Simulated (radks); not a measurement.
Values are calculated unless marked as measured or tabulated.
Ionisation of Mn, [Ar] 3d5 4s2, to Mn+, [Ar] 3d5 4s1, under several functionals. Non-relativistic Kohn-Sham, spin-polarised, spherical densities, point nucleus; open shells are filled with parallel spins first; a radial shooting solver on a logarithmic mesh with Libxc functionals.

| functional | E(Mn) (hartree) | Exc (hartree) | IE (eV) | -e(HOMO) (eV) | <r> HOMO (bohr) | IE error (eV) |
|---|---|---|---|---|---|---|
| Wu-Cohen GGA | -1150.36373 | -51.39253 | 6.992 | 4.370 | 3.319 | -0.442 |
| LDA (Slater exchange, Perdew-Zunger correlation) | -1148.62341 | -49.61176 | 7.517 | 4.628 | 3.268 | +0.083 |
| BP86 | -1151.15761 | -52.19799 | 7.379 | 4.587 | 3.300 | -0.055 |
| r2SCAN | -1150.97600 | -52.04366 | 6.880 | 4.511 | 3.428 | -0.554 |
| RPBE | -1150.94718 | -51.98837 | 7.151 | 4.368 | 3.350 | -0.283 |
| revTPSS | -1150.66844 | -51.69457 | 7.042 | 4.450 | 3.337 | -0.392 |
| PW91 | -1151.07227 | -52.11670 | 7.209 | 4.448 | 3.317 | -0.225 |
| MS2 meta-GGA | -1150.89726 | -51.94492 | 6.999 | 4.542 | 3.372 | -0.435 |
| TASK exchange with Perdew-Wang LDA correlation | -1150.51849 | -51.59855 | 6.342 | 4.380 | 3.621 | -1.093 |
| revPBE | -1150.89434 | -51.93437 | 7.083 | 4.367 | 3.341 | -0.351 |
| Tao-Mo meta-GGA | -1150.70577 | -51.73624 | 6.980 | 4.445 | 3.337 | -0.454 |

NIST Atomic Spectra Database: 7.434 eV (measured). Closest: BP86. The Delta-SCF values span 1.18 eV, the total energies 2.53 hartree. The highest occupied level is 4s. Open shells are spherical and high-spin; term and fine-structure splittings are not resolved.
